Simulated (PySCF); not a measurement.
Level of theory: ωB97X-D3(BJ)/def2-TZVP // PBE0-D3(BJ)/def2-TZVP run with PySCF. Isolated molecules, 0 K electronic values unless said otherwise. 

Reference species (SMILES): `C1[SiH2]C(=CC=1)C` (neutral, multiplicity 1).

```
Item                      Value
----------------------  -------
S1 oscillator strength    0.118
dipole moment            0.68 D
LUMO                    0.74 eV
```

Changed species: `C1=C[SiH2]C=C1C`.

Problem. Give the shifts of the S1 oscillator strength, dipole moment and LUMO.

Solution. the S1 oscillator strength decreases by 0.044, to 0.074; the dipole moment increases by 0.52 D, to 1.20 D; the LUMO increases by 0.04 eV, to 0.78 eV.
